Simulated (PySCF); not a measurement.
Species: Mo(NH2)4 (triplet state).
Bonds: Mo1–N2, Mo1–N5, Mo1–N8, Mo1–N11. Hydrogens: H3, H4 on N2; H6, H7 on N5; H9, H10 on N8; H12, H13 on N11.

Computed with PBE0-D3(BJ)/def2-SVP geometry optimisation, gas phase, def2 core potentials past Kr (PySCF).

Task: How far are the bound atoms from Mo1?

Result: 4 atoms: N8 1.955 Å, N2 1.958 Å, N5 1.960 Å, N11 1.968 Å. The nearest atom not counted as bound is H3, at 2.63 Å (others tie with it).

Task: List the angles at Mo1.

Result: 
```json
{"angle": "N2–Mo1–N5", "degrees": "136.6", "distance of the outer atoms (Å)": "3.64"}
{"angle": "N8–Mo1–N11", "degrees": "136.6", "distance of the outer atoms (Å)": "3.64"}
{"angle": "N2–Mo1–N8", "degrees": "101.1", "distance of the outer atoms (Å)": "3.02"}
{"angle": "N5–Mo1–N8", "degrees": "100.7", "distance of the outer atoms (Å)": "3.02"}
{"angle": "N2–Mo1–N11", "degrees": "95.0", "distance of the outer atoms (Å)": "2.89"}
{"angle": "N5–Mo1–N11", "degrees": "94.2", "distance of the outer atoms (Å)": "2.88"}
```

Task: Describe the arrangement about Mo1 in numbers.

Result: Angles from 94.2° to 136.6°; τ4 = (360° − α − β)/141° = 0.62 with α and β the two widest (0 for a square, 1 for a tetrahedron). The Mo–N distances aren't all alike: 1.955 to 1.968 Å.

Task: What are the other bond lengths?

Result: N2–H3 1.019 Å; N2–H4 1.019 Å; N5–H6 1.019 Å; N5–H7 1.019 Å; N8–H9 1.019 Å; N8–H10 1.019 Å; N11–H12 1.019 Å; N11–H13 1.019 Å.

Charge 0, triplet. ⟨S²⟩ = 2.011 (exact for a triplet: 2.00). Stationary, but not proved a minimum.

For an open-shell metal species like this, the optimisation's SCF solution wasn't tested for stability and no frequencies at its level were run, so a lower state or another shape may exist.
